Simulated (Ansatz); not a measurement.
Basis sets compared for Sn(OAc)H3 (C2H6O2Sn). The state is a singlet with charge 0. Geometry PBE0-D4/def2-SVP. Ansatz on 4 threads of Arm Neoverse V1 on a shared host; times are rough, and most runs start from earlier orbitals.

```csv
atom,x (Å),y (Å),z (Å)
C1,-0.383,-0.486,0.130
C2,-0.827,-1.886,-0.171
O3,0.579,-0.029,-0.628
O4,-0.864,0.206,1.017
Sn5,0.947,1.906,0.055
H6,-1.651,-2.174,0.490
H7,0.022,-2.573,-0.041
H8,-1.138,-1.955,-1.223
H9,1.540,1.850,1.651
H10,-0.422,2.883,-0.215
H11,2.197,2.259,-1.065
```

In the def2 sets Sn takes a core potential, while STO-3G treats all electrons; there is no spin–orbit coupling. Another isomer (singlet) lies 0.12 eV lower at PBE0-D4/def2-TZVP; other spin states weren't run for this one.

STO-3G and 6-31G are all-electron sets without relativity, so their totals don't compare with the def2 sets.

Binding counts from free atoms (C triplet, O triplet, Sn triplet, H doublet) in the same basis, without a counterpoise term.

```tsv
level	functions	energy (Eh)	HOMO (eV)	LUMO (eV)	binding per atom (eV)	wall time
HF/STO-3G	53	-6189.3110	-8.30	8.91	3.22	0.35 s
PBE-D4/def2-SVP	112	-444.1469	-6.18	-1.12	3.91	0.9 s
PBE0-D4/def2-SVP	112	-444.1643	-7.86	-0.31	3.80	1.1 s
```

Q: Estimate the rows for HF/def2-TZVP, PBE-D4/def2-TZVP (with forces), PBE0-D4/def2-TZVP.

A: 
```tsv
level	functions	energy (Eh)	HOMO (eV)	LUMO (eV)	binding per atom (eV)	wall time
HF/def2-TZVP	210	-442.4224	-11.84	1.95	2.64	1.6 s
PBE-D4/def2-TZVP (with forces)	210	-444.4251	-6.39	-1.37	3.88	2.4 s
PBE0-D4/def2-TZVP	210	-444.4392	-7.98	-0.58	3.78	3.3 s
```
